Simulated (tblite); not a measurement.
A tight-binding relaxation on `CN(C)CB(O)OC1CC1`.

Computed with GFN2-xTB geometry optimisation, gas phase (tblite 0.8.0). Start geometry: from a force field or distance geometry. The input is one job of a driver script: a line of settings, then coordinates in Å.

Command:
```bash
OMP_NUM_THREADS=1 python probes_run.py task.json out
```

Input:
```
{"job": {"kind": "relax", "xc": "GFN2-xTB", "basis": "xTB"}, "charge": 0, "multiplicity": 1}
C     -2.054600     0.850400    -1.544200
N     -1.603900    -0.060300    -0.500900
C     -2.747800    -0.760700     0.106200
C     -0.845300     0.687700     0.528900
B      0.134400    -0.301000     1.339300
O      0.009600    -0.434500     2.779100
O      1.110200    -1.116900     0.595200
C      2.301200    -0.367800     0.513200
C      3.247200    -0.957700    -0.525500
C      2.491700     0.332200    -0.818900
H     -2.644300     0.296000    -2.314900
H     -1.196400     1.308300    -2.058600
H     -2.707200     1.662200    -1.110300
H     -3.472300    -0.035300     0.546600
H     -2.426400    -1.457400     0.892100
H     -3.284500    -1.355100    -0.659900
H     -1.524000     1.202500     1.252300
H     -0.196600     1.447200     0.069500
H      0.634200     0.248500     3.155200
H      2.816700    -0.013600     1.436000
H      4.317200    -0.800000    -0.301500
H      2.859400    -1.832100    -1.085900
H      1.661300     0.231900    -1.528800
H      3.108600     1.245300    -0.756700
```

Problem. Estimate the output.

Solution. 
```
step      E/eV     max force
  0    -877.65666    2.948
  1    -878.04105    1.846
  2    -878.25237    1.059
  3    -878.29483    0.549
  4    -878.34232    0.388
  5    -878.36391    0.541
  6    -878.40597    0.552
  7    -878.43134    0.585
  8    -878.47224    0.670
  9    -878.52124    0.979
... (171 lines left out)
181    -879.63412    0.016
182    -879.63417    0.016
183    -879.63421    0.016
184    -879.63426    0.016
185    -879.63430    0.015
186    -879.63436    0.017
187    -879.63441    0.015
188    -879.63447    0.016
189    -879.63451    0.015
190    -879.63454    0.009
```

«max force» is the largest atomic force in eV/Å.

Problem. From which step on does the largest force stay under 0.1 eV/Å, and how much energy is left to gain from there?

Solution. From step 93 (0.099 eV/Å), 19.7 meV above the end.

Main results: energy lowered by 45.6 kcal/mol over 190 steps; largest atomic force 0.009 eV/Å at the end.

Problem. Where do the atoms end?

Solution. 0.803 Å rms from the input after alignment:
```
atom  x, y, z in Å
C1    -1.9506    1.1055   -1.4493
N2    -1.1910    0.2415   -0.5683
C3    -1.9622   -0.9282   -0.2008
C4    -0.7307    0.9745    0.6130
B5     0.1210    0.0789    1.6502
O6    -0.4951   -0.2937    2.7963
O7     1.4138   -0.3072    1.5240
C8     2.3088   -0.0426    0.4897
C9     2.7428   -1.1702   -0.3981
C10    1.9084   -0.0507   -0.9520
H11   -2.2472    0.5432   -2.3344
H12   -1.3221    1.9387   -1.7613
H13   -2.8563    1.5101   -0.9706
H14   -2.8618   -0.6763    0.3805
H15   -1.3403   -1.5884    0.4013
H16   -2.2652   -1.4545   -1.1062
H17   -1.5898    1.4114    1.1503
H18   -0.1187    1.8067    0.2522
H19    0.0598   -0.8018    3.3905
H20    3.0632    0.6699    0.8123
H21    3.7847   -1.2358   -0.6718
H22    2.2630   -2.1255   -0.2543
H23    0.8722   -0.2508   -1.1786
H24    2.3814    0.6650   -1.6070
```

The run took 2.8 s of wall time on one thread of an Arm Neoverse N1, on a shared host.
Labels such as C1 count atoms from 1, the log's own numbers from 0.
